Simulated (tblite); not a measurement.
Record of a relaxation.

Species: C5H5BrOSSi.
Atom-mapped SMILES: `[O:1]=[C:2]([Br:3])[c:4]1[cH:5][c:6]([SiH3:7])[cH:8][s:9]1` (hydrogens: H10 on C5; H11, H12, H13 on Si7; H14 on C8)

Computed with GFN2-xTB (tblite), gas phase: L-BFGS steps from a force-field or distance-geometry start until the largest atomic force falls under 0.01 eV/Å. 6 of its 46 geometries are shown.

Step 0: E = -716.5458 eV, largest atomic force 5.198 eV/Å
```
atom  x, y, z in Å  |  force x, y, z in eV/Å
O1      3.779    1.111   -0.280   -2.331  -3.415   1.503
C2      2.931    0.242    0.088    1.935   4.394  -1.991
Br3     3.513   -1.387    0.958   -0.310   0.373  -0.222
C4      1.519    0.511   -0.151    0.205  -0.444   0.264
C5      0.471   -0.301    0.189    2.300  -2.209   1.188
C6     -0.762    0.131   -0.130   -2.872   1.134  -0.771
Si7    -2.303   -0.851    0.250   -0.615  -0.410   0.247
C8     -0.846    1.356   -0.742    2.697  -0.131   0.184
S9      0.895    1.957   -0.920   -1.631  -0.320   0.047
H10     0.649   -1.278    0.691   -0.164   0.851  -0.426
H11    -2.038   -1.536    1.509   -0.017  -0.054   0.115
H12    -3.463    0.030    0.369    0.050   0.103   0.009
H13    -2.599   -1.836   -0.785    0.103  -0.032  -0.133
H14    -1.748    1.850   -1.067    0.650   0.161  -0.014
```

Step 9: E = -717.3390 eV, largest atomic force 0.155 eV/Å
```
atom  x, y, z in Å  |  force x, y, z in eV/Å
O1      3.797    1.106   -0.279   -0.121   0.038  -0.023
C2      2.910    0.379    0.023    0.057   0.041  -0.024
Br3     3.413   -1.332    0.922   -0.009   0.000   0.001
C4      1.497    0.505   -0.147    0.016  -0.090   0.039
C5      0.489   -0.361    0.210   -0.106  -0.036   0.012
C6     -0.802    0.091   -0.116    0.080   0.121  -0.054
Si7    -2.367   -0.889    0.273    0.083   0.037  -0.003
C8     -0.743    1.315   -0.725    0.075   0.091  -0.038
S9      0.845    1.934   -0.913   -0.076  -0.101   0.037
H10     0.654   -1.302    0.702    0.084  -0.013   0.001
H11    -2.058   -1.555    1.538   -0.122  -0.039   0.008
H12    -3.481    0.055    0.378    0.026  -0.039   0.010
H13    -2.586   -1.849   -0.811   -0.013   0.008   0.027
H14    -1.569    1.903   -1.078    0.027  -0.019   0.007
```

Step 18: E = -717.3484 eV, largest atomic force 0.076 eV/Å
```
atom  x, y, z in Å  |  force x, y, z in eV/Å
O1      3.772    1.130   -0.291    0.043   0.014  -0.003
C2      2.906    0.381    0.020    0.058   0.019  -0.011
Br3     3.432   -1.322    0.918    0.020   0.019  -0.008
C4      1.496    0.492   -0.145    0.016  -0.037   0.016
C5      0.487   -0.370    0.213   -0.024  -0.010   0.011
C6     -0.797    0.097   -0.113   -0.027   0.007  -0.004
Si7    -2.362   -0.886    0.276    0.029   0.039  -0.015
C8     -0.728    1.321   -0.726   -0.037  -0.014   0.009
S9      0.860    1.925   -0.913   -0.041  -0.061   0.020
H10     0.663   -1.312    0.701    0.004   0.013  -0.007
H11    -2.118   -1.573    1.542   -0.017  -0.010   0.014
H12    -3.476    0.051    0.382   -0.024   0.034  -0.008
H13    -2.585   -1.845   -0.805    0.002  -0.007  -0.022
H14    -1.550    1.911   -1.082   -0.001  -0.006   0.007
```

Step 27: E = -717.3513 eV, largest atomic force 0.071 eV/Å
```
atom  x, y, z in Å  |  force x, y, z in eV/Å
O1      3.772    1.148   -0.301   -0.010   0.003  -0.007
C2      2.917    0.388    0.013   -0.008  -0.011   0.001
Br3     3.470   -1.304    0.912   -0.005   0.007  -0.006
C4      1.502    0.480   -0.144   -0.014  -0.007   0.004
C5      0.492   -0.381    0.221   -0.010   0.015  -0.001
C6     -0.794    0.089   -0.100   -0.026  -0.004  -0.003
Si7    -2.374   -0.879    0.275    0.060   0.034  -0.018
C8     -0.730    1.311   -0.718   -0.002  -0.037   0.024
S9      0.858    1.910   -0.914   -0.003  -0.024   0.014
H10     0.666   -1.325    0.709    0.014   0.059  -0.020
H11    -2.165   -1.578    1.540    0.003  -0.006   0.034
H12    -3.479    0.072    0.370   -0.010   0.023  -0.017
H13    -2.583   -1.834   -0.811   -0.017  -0.011  -0.032
H14    -1.553    1.903   -1.073    0.029  -0.040   0.027
```

Step 36: E = -717.3528 eV, largest atomic force 0.030 eV/Å
```
atom  x, y, z in Å  |  force x, y, z in eV/Å
O1      3.765    1.159   -0.313    0.011  -0.004  -0.004
C2      2.920    0.391    0.008   -0.008   0.005  -0.002
Br3     3.489   -1.294    0.905   -0.002  -0.004  -0.001
C4      1.503    0.475   -0.143   -0.004   0.006   0.003
C5      0.498   -0.388    0.229    0.007   0.001   0.001
C6     -0.790    0.077   -0.089    0.002  -0.005   0.001
Si7    -2.379   -0.876    0.272    0.025   0.014  -0.009
C8     -0.730    1.298   -0.707   -0.009  -0.012   0.004
S9      0.854    1.901   -0.913   -0.004  -0.002   0.008
H10     0.683   -1.327    0.720   -0.006   0.009  -0.002
H11    -2.192   -1.572    1.543   -0.008  -0.005   0.000
H12    -3.473    0.092    0.346    0.001   0.002  -0.002
H13    -2.591   -1.821   -0.825   -0.007  -0.010   0.004
H14    -1.558    1.884   -1.056    0.003   0.003  -0.001
```

Step 45: E = -717.3530 eV, largest atomic force 0.008 eV/Å
```
atom  x, y, z in Å  |  force x, y, z in eV/Å
O1      3.769    1.157   -0.319    0.001  -0.002  -0.002
C2      2.921    0.393    0.006   -0.007   0.001  -0.001
Br3     3.489   -1.294    0.902    0.002  -0.001   0.000
C4      1.504    0.479   -0.140   -0.003   0.000   0.001
C5      0.500   -0.386    0.232    0.001   0.000   0.000
C6     -0.788    0.075   -0.088    0.000  -0.001   0.002
Si7    -2.378   -0.877    0.270    0.003   0.004  -0.002
C8     -0.730    1.297   -0.705   -0.002  -0.001   0.002
S9      0.852    1.905   -0.908    0.005  -0.003   0.005
H10     0.686   -1.325    0.723    0.002   0.003  -0.003
H11    -2.201   -1.573    1.542    0.002  -0.001   0.003
H12    -3.467    0.096    0.339   -0.005   0.004  -0.002
H13    -2.596   -1.825   -0.823    0.004  -0.004  -0.001
H14    -1.560    1.881   -1.054   -0.001   0.002  -0.002
```

Question: Summarise the path.

Answer: The energy falls by 0.8072 eV from step 0 to step 45; nine tenths of that is first reached at step 5. It falls at every step. The largest force goes from 5.198 to 0.008 eV/Å. Among the bonds C8–S9 changes most, from 1.850 to 1.707 Å; the atoms move by 0.110 Å rms after alignment.
